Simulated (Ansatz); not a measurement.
Reaction (ligand exchange at a B–O bond): `BOC(=C)N` + `CC[SeH]` → `B[Se]CC` + `C=C(N)O`

Calculated with Ansatz (gas phase, PBE0-D4/def2-TZVP geometries, no zero-point term in ΔE). CCSD(T)/CBS is the MP2 limit (def2-TZVPP, def2-QZVPP) plus CCSD(T) − MP2 in def2-TZVPP, frozen cores. DFT in def2-TZVPP. B3LYP here is the variant with VWN-RPA as its local correlation; programs differ in this. For Se outer-core shells are correlated without core-valence functions, which leaves a few kJ/mol of doubt a bond. Scalar relativity is left out up to krypton. Each species was taken in one conformer, which may not be the lowest.

Task: Is it downhill or uphill in electronic energy at CCSD(T)/CBS, and by how much? (Best estimate.)

Result: The calculation gave: Uphill: ΔE = +23.2 kJ/mol.

Task: What do these levels give: PBE-D4, r2SCAN-D4, PBE0-D4, B3LYP-D4, ωB97M-V, PBE, r2SCAN, PBE0, HF/def2-TZVPP, SCS-MP2/def2-TZVPP, CCSD/def2-TZVPP, MP2/def2-QZVPP? (Best estimate.)

Result: Ansatz gave: PBE-D4 19.9, r2SCAN-D4 21.4, PBE0-D4 20.1, B3LYP-D4 32.2, ωB97M-V 27.8, PBE 20.4, r2SCAN 21.4, PBE0 20.6, HF/def2-TZVPP 38.1, SCS-MP2/def2-TZVPP 26.5, CCSD/def2-TZVPP 27.6, MP2/def2-QZVPP 19.7 kJ/mol.

Largest T1 diagnostic among the species: 0.014.

In def2-TZVPP, CCSD(T) changes the Hartree–Fock value by −12.6 kJ/mol (the triples alone add −2.1 kJ/mol) and MP2 by −17.6 kJ/mol.
